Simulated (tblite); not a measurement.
Run record: tight-binding relaxation, `FC[C@H](Br)[SiH2]C1=C(F)C1`.

Computed with GFN2-xTB geometry optimisation, gas phase (tblite 0.8.0). Start geometry: from a force field or distance geometry. A driver script takes a list of jobs; this job's settings line and coordinates (Å) are shown.

Command:
```bash
OMP_NUM_THREADS=1 python probes_run.py task.json out
```

Input:
```
{"job": {"kind": "relax", "xc": "GFN2-xTB", "basis": "xTB"}, "charge": 0, "multiplicity": 1}
F     -3.174900    -1.157600     0.293800
C     -2.782600     0.137300    -0.055000
C     -1.422200     0.445900     0.581900
Br    -0.851900     2.244400     0.107800
Si    -0.155900    -0.836600     0.152000
C      1.570000    -0.187100     0.338000
C      2.405700     0.839200     0.521500
F      2.603200     2.170500     0.711400
C      3.026500    -0.514700     0.395400
H     -3.495400     0.889200     0.395400
H     -2.673100     0.257400    -1.139800
H     -1.522200     0.453300     1.698900
H     -0.304800    -1.128300    -1.273100
H     -0.239000    -2.028800     0.995800
H      3.463600    -0.840700     1.355000
H      3.545500    -0.734300    -0.555400
```

Output:
```
step      E/eV     max force
  0    -800.90311    2.140
  1    -801.15423    1.097
  2    -801.25538    1.572
  3    -801.29856    1.016
  4    -801.31985    0.455
  5    -801.33356    0.241
  6    -801.33822    0.225
  7    -801.34115    0.136
  8    -801.34278    0.114
  9    -801.34432    0.122
... (147 lines left out)
157    -801.39103    0.018
158    -801.39108    0.019
159    -801.39116    0.029
160    -801.39124    0.032
161    -801.39131    0.022
162    -801.39137    0.021
163    -801.39140    0.016
164    -801.39143    0.012
165    -801.39144    0.014
166    -801.39145    0.008
```

«max force» is the largest atomic force in eV/Å.

Question: From which step on does the largest force stay under 0.1 eV/Å, and how much energy is left to gain from there?

Answer: From step 63 (0.099 eV/Å), 14.0 meV above the end.

Main results: energy lowered by 11.3 kcal/mol over 166 steps; largest atomic force 0.008 eV/Å at the end.

Question: Where do the atoms end?

Answer: 0.535 Å rms from the input after alignment:
```
atom  x, y, z in Å
F1    -3.0948   -0.9300    0.9229
C2    -2.7890    0.1498    0.1317
C3    -1.3445    0.5410    0.3582
Br4   -0.9561    2.0336   -0.8457
Si5   -0.1063   -0.8849   -0.0063
C6     1.5555   -0.1897    0.4299
C7     2.3348    0.6845    1.0001
F8     2.4767    1.7682    1.7279
C9     3.0824   -0.3776    0.3072
H10   -3.4881    0.9504    0.3989
H11   -2.9607   -0.1572   -0.9054
H12   -1.2209    0.9399    1.3654
H13   -0.1799   -1.1651   -1.4414
H14   -0.4485   -2.0259    0.8390
H15    3.5665   -1.1596    0.8810
H16    3.5652   -0.1685   -0.6398
```

The run took 2.3 s wall on an Arm Neoverse N1 with one thread, shared host.
Labels such as C1 count atoms from 1, the log's own numbers from 0.
